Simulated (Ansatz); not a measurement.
Computed with Ansatz on PBE0-D4/def2-TZVP structures; ΔE is electronic, products minus reactants. CCSD(T)/CBS adds triple-zeta CCSD(T) − MP2 to the extrapolated MP2 energy (def2 sets, frozen cores). This one scheme is used for every species. DFT in def2-TZVPP. For Ge outer-core shells are correlated without core-valence functions, which leaves a few kJ/mol of doubt a bond. Scalar relativity is left out up to krypton.

Reaction (ligand exchange at a Ge–C bond): `C=[C]([SiH3])[GeH3]` + CH₃SH → `C[S][GeH3]` + `C=C[SiH3]`

`C=[C]([SiH3])[GeH3]`:

Cartesian coordinates in Å:
```
C 1.326 -0.985 -0.188
C 0.278 -0.172 -0.040
Si 0.508 1.675 -0.092
Ge -1.490 -0.945 0.231
H 1.236 -2.070 -0.163
H 2.335 -0.604 -0.342
H 0.056 2.290 1.186
H -0.309 2.268 -1.187
H 1.944 1.995 -0.316
H -1.361 -2.478 0.225
H -2.446 -0.498 -0.889
H -2.078 -0.477 1.575
```

CH₃SH:

Z-matrix (Å, degrees):
```
C
S 1 1.806
H 1 1.089 2 111.5
H 1 1.089 2 111.5 3 -123.8
H 1 1.090 2 106.2 3 118.1
H 2 1.342 1 97.1 3 61.9
```

`C[S][GeH3]`:

Z-matrix (Å, degrees):
```
C
S 1 1.813
H 1 1.090 2 106.7
H 1 1.090 2 111.3 3 118.5
H 1 1.090 2 111.3 3 -118.5
Ge 2 2.212 1 99.2 3 -180.0
H 6 1.533 2 106.6 1 179.9
H 6 1.540 2 109.9 1 59.8
H 6 1.540 2 109.9 1 -60.0
```

`C=C[SiH3]`:

Z-matrix (Å, degrees):
```
Si
C 1 1.859
H 1 1.488 2 110.8
H 1 1.487 2 109.0 3 -120.3
H 1 1.488 2 110.8 3 119.3
C 2 1.330 1 123.1 3 120.2
H 2 1.089 1 118.8 3 -59.8
H 6 1.087 2 122.2 1 -180.0
H 6 1.087 2 121.7 1 0.0
```

**Question.** Is it downhill or uphill in electronic energy at CCSD(T)/CBS, and by how much? (Best estimate.)

**Answer.** The calculation gave: Downhill: ΔE = -49.1 kJ/mol.

**Question.** What do these levels give: PBE-D4, r2SCAN-D4, ωB97X-V, r2SCAN, PBE0, HF/def2-TZVPP, MP2/def2-TZVPP, CCSD/def2-TZVPP, CCSD(T)/def2-TZVPP, HF/def2-QZVPP, MP2/CBS(def2), CCSD/CBS(def2)? (Best estimate.)

**Answer.** Computed: PBE-D4 -53.7, r2SCAN-D4 -55.4, ωB97X-V -52.4, r2SCAN -56.1, PBE0 -56.2, HF/def2-TZVPP -59.5, MP2/def2-TZVPP -47.5, CCSD/def2-TZVPP -48.2, CCSD(T)/def2-TZVPP -47.2, HF/def2-QZVPP -59.5, MP2/CBS(def2) -49.4, CCSD/CBS(def2) -50.1 kJ/mol.

Largest T1 diagnostic among the species: 0.012.

In def2-TZVPP, CCSD(T) changes the Hartree–Fock value by +12.3 kJ/mol (the triples alone add +1.0 kJ/mol) and MP2 by +12.0 kJ/mol. The D4 term adds +3.3 kJ/mol with B3LYP and +2.0 kJ/mol with PBE0; it sums over pairs of atoms, weighted by their polarisabilities, and B3LYP, whose exchange is more repulsive, gets the larger term.

B3LYP here is the variant with VWN-RPA as its local correlation; programs differ in this.
